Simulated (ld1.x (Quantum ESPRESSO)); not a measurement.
## Which change was made? (O, PAW)

```
Element                 : O
Generator               : ld1.x (Quantum ESPRESSO) 7.5
Type                    : PAW
Functional              : PBE
Relativity              : scalar-relativistic
Frozen core             : [He]
Valence charge          : 6
Reference configuration : 2s1.75 2p4.25
Partial waves           : 2s (bound): rcut 0.65, rcutus 0.70 bohr; 2s channel at -0.95 Ry: rcut 0.65, rcutus 0.70 bohr; 2p (bound): rcut 0.85, rcutus 1.15 bohr; 2p channel at -0.2 Ry: rcut 0.85, rcutus 1.15 bohr
Local potential         : all-electron potential smoothed inside 0.85 bohr (lloc = -1)
Core correction         : a·sin(br)/r model core, default radius (core density twice the valence density)
Augmentation charge     : BESSEL, radius 0.60 bohr
```

Cutoffs, loose and tight: the cutoffs (Ry, on a coarse ladder) from which the occupation-weighted sum of valence levels, in a spherical-Bessel basis at the reference potential, stays within 10 and 1 mRy of its value at 400 Ry. They do not see the model core or the augmentation charge, which bear on the density cutoff. Test errors are all-electron minus pseudo excitation energies from the reference, over the configurations 2s2 2p4; 2s2 2p3; 2s2 2p2; 2s2 2p0; 2s2 2p4.3; 2s1 2p4; 2s2 2p1; variants that change the core or the reference have their own tests. The largest error is taken over the tests solved by every variant that gives reliable tests at all, those not shown here included: 2s2 2p2; 2s2 2p3; 2s2 2p4.

The base gives: outcome: generated; cutoff, loose: 70 Ry; cutoff, tight: 100 Ry; bound ghosts: none; largest test error (meV): -6.4.

(1) After one change the result is: outcome: generated; cutoff, loose: 70 Ry; cutoff, tight: 100 Ry; bound ghosts: none; largest test error (meV): +13. Which change was it?
A. waves 2s (bound): rcut 0.65, rcutus 1.02 bohr; 2s channel at -0.95 Ry: rcut 0.65, rcutus 1.02 bohr
B. wave 2s channel at -0.95 Ry: rcut 0.65, rcutus 0.70 bohr becomes 2s channel at -1.53 Ry: rcut 0.65, rcutus 0.70 bohr
C. waves 2p (bound): rcut 0.85, rcutus 0.92 bohr; 2p channel at -0.2 Ry: rcut 0.85, rcutus 0.92 bohr

Results:

(1) B. The others give: waves 2s (bound): rcut 0.65, rcutus 1.02 bohr; 2s channel at -0.95 Ry: rcut 0.65, rcutus 1.02 bohr → outcome: generated; cutoff, loose: 50 Ry; cutoff, tight: 90 Ry; bound ghosts: none; largest test error (meV): -2.7 | waves 2p (bound): rcut 0.85, rcutus 0.92 bohr; 2p channel at -0.2 Ry: rcut 0.85, rcutus 0.92 bohr → outcome: generated; cutoff, loose: 80 Ry; cutoff, tight: 140 Ry; bound ghosts: none; largest test error (meV): -0.4.
